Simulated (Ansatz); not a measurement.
Basis sets compared for `CN(C)c1ccc(-c2ccc(-c3ccc(C#N)nc3)nc2)nc1`. Charge 0, multiplicity 1. Geometry r2SCAN-D4/def2-SVP. Ansatz on 2 threads of AMD EPYC 7R13 on a shared host and a share (18 GiB) of an NVIDIA H100 80GB HBM3; times are rough, and most runs start from earlier orbitals.

Cartesian coordinates in Å:
```
C 1.8207 -4.5735 4.1257
N 1.2350 -4.5524 2.8032
C 0.9322 -5.7922 2.1186
C 0.9754 -3.3530 2.1941
C 1.2597 -2.1106 2.8107
C 0.9736 -0.9292 2.1408
C 0.4035 -0.9638 0.8538
C 0.0725 0.2518 0.0890
C 0.3918 1.5540 0.5121
C 0.0351 2.6471 -0.2704
C -0.6454 2.4341 -1.4837
C -1.0651 3.5381 -2.3727
C -1.6528 3.2535 -3.6188
C -2.0432 4.2965 -4.4486
C -1.8339 5.6150 -4.0046
C -2.2221 6.7220 -4.8392
N -2.5468 7.5983 -5.5348
N -1.2817 5.9112 -2.8172
C -0.9158 4.9012 -2.0366
N -0.9454 1.1886 -1.8995
C -0.6026 0.1508 -1.1499
N 0.1289 -2.1449 0.2697
C 0.3962 -3.2781 0.8948
H 1.9466 -5.6138 4.4496
H 1.1803 -4.0621 4.8678
H 2.8138 -4.0876 4.1460
H 1.4845 -5.8825 1.1655
H 1.2205 -6.6359 2.7575
H -0.1459 -5.8878 1.8937
H 1.6989 -2.0662 3.8087
H 1.1914 0.0209 2.6343
H 0.9283 1.7274 1.4490
H 0.2980 3.6532 0.0633
H -1.7884 2.2072 -3.9019
H -2.5010 4.1101 -5.4232
H -0.4781 5.1935 -1.0748
H -0.8623 -0.8462 -1.5218
H 0.1436 -4.1944 0.3498
```

Single mean-field runs in def2-TZVP are fitted with def2-universal-jkfit.

Binding counts from free atoms (C triplet, N quartet, H doublet) in the same basis, without a counterpoise term.

```
           level  functions  energy (Eh)  HOMO (eV)  LUMO (eV)  binding per atom (eV)  wall time
 PBE-D4/def2-SVP        397    -966.8587      -5.05      -2.87                   5.39      3.8 s
PBE0-D4/def2-SVP        397    -966.9107      -5.91      -2.24                   5.24      4.4 s
```

(1) Estimate the rows for PBE-D4/def2-TZVP (with forces), PBE0-D4/def2-TZVP.

## Answers

(1) 
```
                         level  functions  energy (Eh)  HOMO (eV)  LUMO (eV)  binding per atom (eV)  wall time
PBE-D4/def2-TZVP (with forces)        803    -967.8888      -5.13      -2.99                   5.30      6.5 s
             PBE0-D4/def2-TZVP        803    -967.9321      -5.93      -2.32                   5.16        8 s
```
